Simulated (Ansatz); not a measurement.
`CCCO[SiH3]` + HI → `[SiH3]OCI` + ethane  (substitution at a C–C bond)

Calculated with Ansatz (gas phase, PBE0-D4/def2-TZVP geometries, no zero-point term in ΔE). CBS: MP2 limit from def2 TZ/QZ plus the TZ coupled-cluster correction, frozen cores. This one scheme is used for every species. DFT in def2-TZVPP. B3LYP here is the variant with VWN-RPA as its local correlation; programs differ in this. def2 core potentials past Kr. For I outer-core shells are correlated without core-valence functions, which leaves a few kJ/mol of doubt a bond. Each species was taken in one conformer, which may not be the lowest.

**Question.** Is it downhill or uphill in electronic energy at CCSD(T)/CBS, and by how much? (Estimate.)

**Answer.** Computed: Uphill: ΔE = +6.3 kJ/mol.

**Question.** What do these levels give: PBE-D4, PBE0-D4, ωB97X-V, B2PLYP, PBE0, B3LYP, HF/def2-TZVPP, MP2/def2-TZVPP, CCSD(T)/def2-TZVPP, HF/def2-QZVPP, HF/CBS(def2), MP2/CBS(def2)? (Best estimate.)

**Answer.** Computed: PBE-D4 -1.9, PBE0-D4 6.7, ωB97X-V 13.8, B2PLYP 5.5, PBE0 7.2, B3LYP 3.7, HF/def2-TZVPP 20.4, MP2/def2-TZVPP 6.8, CCSD(T)/def2-TZVPP 12.5, HF/def2-QZVPP 20.4, HF/CBS(def2) 20.4, MP2/CBS(def2) 0.7 kJ/mol.

Largest T1 diagnostic among the species: 0.011.

In def2-TZVPP, CCSD(T) changes the Hartree–Fock value by −7.9 kJ/mol (the triples alone add −4.2 kJ/mol) and MP2 by −13.5 kJ/mol. From PBE to PBE0 (25 % exact exchange), in def2-TZVPP and without D4, ΔE moves by +8.5 kJ/mol.
